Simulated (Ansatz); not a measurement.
Consider the substitution at a C–C bond: `C[SiH2]CCCl` + HBr → `C[SiH2]CBr` + `CCl`.

Program: Ansatz. Geometries: PBE0-D4/def2-TZVP. ΔE: electronic, gas phase. CCSD(T)/CBS is the MP2 limit (def2-TZVPP, def2-QZVPP) plus CCSD(T) − MP2 in def2-TZVPP, frozen cores. This one scheme is used for every species. DFT in def2-TZVPP. For Br outer-core shells are correlated without core-valence functions, which leaves a few kJ/mol of doubt a bond. Scalar relativity is left out up to krypton. One conformer a species, not always the lowest.

`C[SiH2]CCCl`:

Z-matrix (Å, degrees):
```
C
Si 1 1.871
H 1 1.093 2 111.4
H 1 1.093 2 110.9 3 120.5
H 1 1.092 2 110.7 3 -119.8
C 2 1.887 1 111.8 3 -62.6
H 2 1.489 1 110.2 3 177.2
H 2 1.491 1 109.7 3 58.3
C 6 1.507 2 113.1 1 61.4
H 6 1.095 2 108.6 1 -61.1
H 6 1.094 2 108.3 1 -176.5
Cl 9 1.795 6 112.3 2 179.6
H 9 1.090 6 112.1 2 -61.6
H 9 1.090 6 111.9 2 60.7
```

HBr:

Z-matrix (Å, degrees):
```
Br
H 1 1.420
```

`C[SiH2]CBr`:

Z-matrix (Å, degrees):
```
C
Si 1 1.864
H 1 1.092 2 110.6
H 1 1.092 2 110.6 3 120.0
H 1 1.093 2 110.9 3 -120.2
C 2 1.884 1 111.2 3 60.0
H 2 1.486 1 111.4 3 -60.7
H 2 1.492 1 110.6 3 178.5
Br 6 1.949 2 110.1 1 -60.3
H 6 1.090 2 112.6 1 58.2
H 6 1.089 2 112.4 1 -178.6
```

`CCl`:

Z-matrix (Å, degrees):
```
C
Cl 1 1.773
H 1 1.088 2 108.6
H 1 1.087 2 108.7 3 -120.0
H 1 1.088 2 108.7 3 120.0
```

(1) Is it downhill or uphill in electronic energy at CCSD(T)/CBS, and by how much? (An estimate is asked.)

(2) What do these levels give: ωB97X-V, PBE, r2SCAN, SCS-MP2/def2-TZVPP, CCSD/def2-TZVPP, CCSD/CBS(def2)? (Estimate.)

Largest T1 diagnostic among the species: 0.010.

Answers

(1) The calculation gave: Uphill: ΔE = +18.1 kJ/mol.

(2) Ansatz gave: ωB97X-V 18.6, PBE 16.5, r2SCAN 18.6, SCS-MP2/def2-TZVPP 16.5, CCSD/def2-TZVPP 19.4, CCSD/CBS(def2) 18.0 kJ/mol.

In def2-TZVPP, CCSD(T) changes the Hartree–Fock value by +6.5 kJ/mol (the triples alone add +0.1 kJ/mol) and MP2 by +6.1 kJ/mol.
